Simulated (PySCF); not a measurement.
From a computed spectrum to the compound

A species of 5 atoms with charge 3 has these harmonic modes (PBE0, small Gaussian bases with core potentials, PySCF 2.14.0):

```json
{"cm⁻¹": "246", "km/mol": "61.1", "symmetry": "b2"}
{"cm⁻¹": "267", "km/mol": "67.1", "symmetry": "b1"}
{"cm⁻¹": "408", "km/mol": "35.6", "symmetry": "a1"}
{"cm⁻¹": "1178", "km/mol": "19.7", "symmetry": "b2"}
{"cm⁻¹": "1246", "km/mol": "5.2", "symmetry": "b1"}
{"cm⁻¹": "1443", "km/mol": "267.2", "symmetry": "a1"}
{"cm⁻¹": "1571", "km/mol": "311.5", "symmetry": "a1"}
{"cm⁻¹": "3018", "km/mol": "86.0", "symmetry": "a1"}
{"cm⁻¹": "3170", "km/mol": "81.7", "symmetry": "b2"}
```

Task: Which species is it, and in which structure?

Result: [Ce(H2CO)]3+ (singlet in the valence; each metal's 4f electrons, 1 of them, lie in its core potential, out of spins and levels):
```xyz
5

Ce    0.0000    0.0000   -0.4981
O     0.0000    0.0000    1.6953
C     0.0000    0.0000    2.9589
H     0.9692    0.0000    3.5050
H    -0.9692    0.0000    3.5050
```
Ideal gas at 298.15 K and 1 bar: S = 287.0 J/(mol K), Cp = 56.3 J/(mol K), H − H(0 K) = 13.3 kJ/mol (rigid rotor, harmonic modes, spin degeneracy alone, that of the 4f electrons in the core included). An lcecp potential fixes the number of 4f electrons, so in runs with it no electron can move into or out of that shell.
 The answer isn't unique; the calculation gave this one.
